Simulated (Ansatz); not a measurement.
Program: Ansatz. Geometries: PBE0-D4/def2-TZVP. ΔE: electronic, gas phase. CBS: MP2 limit from def2 TZ/QZ plus the TZ coupled-cluster correction, frozen cores. This one scheme is used for every species. DFT in def2-TZVPP. B3LYP here is the variant with VWN-RPA as its local correlation; programs differ in this. For Ge, Se outer-core shells are correlated without core-valence functions, which leaves a few kJ/mol of doubt a bond. Scalar relativity is left out up to krypton. Each species was taken in one conformer, which may not be the lowest.

Consider the formal exchange of groups at the Se–Ge bond: `[F][Ge]([F])([F])[SeH]` + `O[SiH](O)F` → `O[Si](O)(F)[SeH]` + `[F][GeH]([F])[F]`.

```
       level  ΔE (kJ/mol)
   revPBE-D4         -4.3
    B3LYP-D4          0.0
CAM-B3LYP-D4         -2.0
        PBE0         -2.7
```

(1) What does CCSD(T)/CBS give? (Best estimate.)

Largest T1 diagnostic among the species: 0.012.

Answers

(1) Computed: -4.0 kJ/mol. The listed levels differ from it by -0.3, 4.0, 2.0, 1.3 kJ/mol.

From BLYP to BHLYP (50 % exact exchange), in def2-TZVPP and without D4, ΔE moves by −4.7 kJ/mol. Leaving LDA and LC-ωPBE aside and taking each functional with its dispersion term where it has one, the values, not all of them listed here, spread over 8.6 kJ/mol, from B97M-V to BLYP-D4. LDA lies −6.7 kJ/mol from PBE without D4. At CCSD(T), def2-SVP lies +4.9 kJ/mol from the extrapolated value and def2-TZVPP +3.0 kJ/mol.
